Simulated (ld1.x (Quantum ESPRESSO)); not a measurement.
**Which change was made? (O, TM)**

oxygen (O), norm-conserving Troullier–Martins (Kleinman–Bylander form), made with ld1.x (Quantum ESPRESSO) 7.5 (LDA (PZ), non-relativistic). Core [He], reference 2s2 2p3 (charge +1). Waves: 2s (bound): rc 0.60 bohr; 2p (bound): rc 1.80 bohr; 3d channel at 0.15 Ry: rc 1.95 bohr. Local part: all-electron potential smoothed inside 0.75 bohr (lloc = -1). Core correction: a·sin(br)/r model core inside 0.60 bohr.

Cutoffs, loose and tight: the cutoffs (Ry, on a coarse ladder) from which the occupation-weighted sum of valence levels, in a spherical-Bessel basis at the reference potential, stays within 10 and 1 mRy of its value at 400 Ry. They do not see the model core or the augmentation charge, which bear on the density cutoff. Test errors are all-electron minus pseudo excitation energies from the reference, over the configurations 2s2 2p4; 2s2 2p2; 2s2 2p1; 2s2 2p3.5; 2s2 2p4.3; 2s1 2p5; 2s0 2p6 (two spin-polarised tests are not counted in the largest error); variants that change the core or the reference have their own tests.

The base gives: outcome: generated; cutoff, loose: 200 Ry; cutoff, tight: over 300 Ry; bound ghosts: none; largest test error (meV): +1082.

After one change the result is: outcome: generated; cutoff, loose: 200 Ry; cutoff, tight: over 300 Ry; bound ghosts: none; largest test error (meV): +3647. Which change was it?
A. wave 2s (bound): rc 0.60 bohr becomes 2s (bound): rc 0.90 bohr
B. reference 2s2 2p4
C. all radii but the core radius scaled by about 1.30 (s 0.78, p 2.34, d 2.52 bohr); local potential all-electron potential smoothed inside 0.98 bohr (lloc = -1)
D. wave 2p (bound): rc 1.80 bohr becomes 2p (bound): rc 2.74 bohr

D. The others give: all radii but the core radius scaled by about 1.30 (s 0.78, p 2.34, d 2.52 bohr); local potential all-electron potential smoothed inside 0.98 bohr (lloc = -1) → outcome: generated; cutoff, loose: 80 Ry; cutoff, tight: 200 Ry; bound ghosts: none; largest test error (meV): +2402 | wave 2s (bound): rc 0.60 bohr becomes 2s (bound): rc 0.90 bohr → outcome: generated; cutoff, loose: 70 Ry; cutoff, tight: 180 Ry; bound ghosts: none; largest test error (meV): +1082 | reference 2s2 2p4 → outcome: generated; cutoff, loose: 200 Ry; cutoff, tight: over 300 Ry; bound ghosts: none; largest test error (meV): +1625.
